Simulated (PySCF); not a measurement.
C7H5NS.
Cartesian coordinates in Å at the PBE0-D3(BJ)/def2-TZVP level; atoms count from 1:
```xyz
14
C7H5NS angstrom
N      3.7714    0.2820    1.3607
C      3.1756   -0.0363    0.4234
S      2.3683   -0.5138   -0.9760
C      0.6830   -0.2209   -0.4729
C     -0.0743   -1.2780    0.0132
C     -1.3992   -1.0614    0.3590
C     -1.9576    0.2004    0.2180
C     -1.1947    1.2510   -0.2718
C      0.1291    1.0434   -0.6246
H      0.3754   -2.2570    0.1231
H     -1.9948   -1.8816    0.7415
H     -2.9933    0.3664    0.4904
H     -1.6311    2.2365   -0.3820
H      0.7344    1.8543   -1.0105
```

NICS is the negative of the GIAO shielding at a point without a nucleus: at the ring centre (0) and 1 Å above and below it (1); zz is the component along the ring normal. Level: GIAO B97-2/pcSseg-2 (PySCF, non-relativistic, gas phase) on the PBE0-D3(BJ)/def2-TZVP geometry, one conformer.

Ring bond lengths (Å): C4–C5 1.388, C5–C6 1.386, C6–C7 1.387, C7–C8 1.388, C8–C9 1.386, C9–C4 1.389.

Question: What do the NICS probes read (ppm)?

Answer: 
| ring | type | NICS(0) | NICS(1), two faces | NICS(1)zz, two faces | rms pucker (Å) | centre to ring atoms, mean (Å) |
| --- | --- | --- | --- | --- | --- | --- |
| C4–C5–C6–C7–C8–C9 | 6-membered carbocycle; formal bonds all aromatic | -8.9 | -10.1 / -10.2 | -28.4 / -29.1 | 0.00 | 1.39 |

Question: What do they say, and how far can they be read as aromaticity?

Answer: 
- C4–C5–C6–C7–C8–C9: mean NICS(1)zz -28.7 ppm, shielded, aromatic by this magnetic criterion (flat ring, no four-coordinate atom).

Question: What does the geometric index give? Use HOMA with the parameters of Krygowski (1993).

Answer: 
- C4–C5–C6–C7–C8–C9: HOMA 1.00 = 1 − EN − GEO, with mean bond length 1.387 Å, EN = α(Ropt − mean)² = 0.000 and GEO = α × variance = 0.000. The geometric and the magnetic index point the same way.

Question: At the first NICS(1) probe listed for ring C4–C5–C6–C7–C8–C9, 1 Å off the ring, how large is the induced field along the normal in 7.05 T applied along it?

Answer: NICSzz × B0 = -28.4 ppm × 7.05 T = -200 μT, against the applied field.

Question: What are the shieldings of the ring atoms and their hydrogens in the same run (means over atoms taken as equivalent)?

Answer: 
```tsv
atoms	environment	σ isotropic (ppm)	principal values of the symmetric part, first atom (ppm)
C4	substituted aromatic carbon	51.7	-50.4, 58.0, 147.7
C5 (×2)	aromatic CH carbon	41.1	-64.0, 32.9, 155.1
C6 (×2)	aromatic CH carbon	48.6	-61.2, 34.2, 173.1
C7	aromatic CH carbon	47.1	-66.0, 29.1, 178.2
H10 (×2)	aromatic hydrogen	23.59	19.7, 22.2, 29.0
H11 (×2)	aromatic hydrogen	23.90	20.5, 23.9, 27.3
H12	aromatic hydrogen	23.87	20.8, 23.7, 27.1
```

Question: How do the values depend on the level or the medium?

Answer: 
```tsv
level	NICS(0), C4–C5–C6–C7–C8–C9	mean NICS(1)zz, C4–C5–C6–C7–C8–C9
B97-2/pcSseg-2, gas	-8.9	-28.7
KT3/pcSseg-2, gas	-8.8	-27.7
PBE0/pcSseg-2, gas	-8.8	-28.9
wB97X-D/pcSseg-2, gas	-8.7	-29.0
WP04/pcSseg-2, IEF-PCM chloroform	-9.2	-28.0
wB97X-D/pcSseg-2, IEF-PCM chloroform	-8.5	-29.0
```

The geometry is the same throughout; the continuum's cavity takes Bondi-type radii × 1.2.

The run took 3.5 min wall, 5.5 min CPU on Intel Xeon at 2.50 GHz, 2 threads, no GPU, shared host, and the process peaked at 2.6 GiB of memory. This is the whole shielding run at B97-2/pcSseg-2, SCF included.
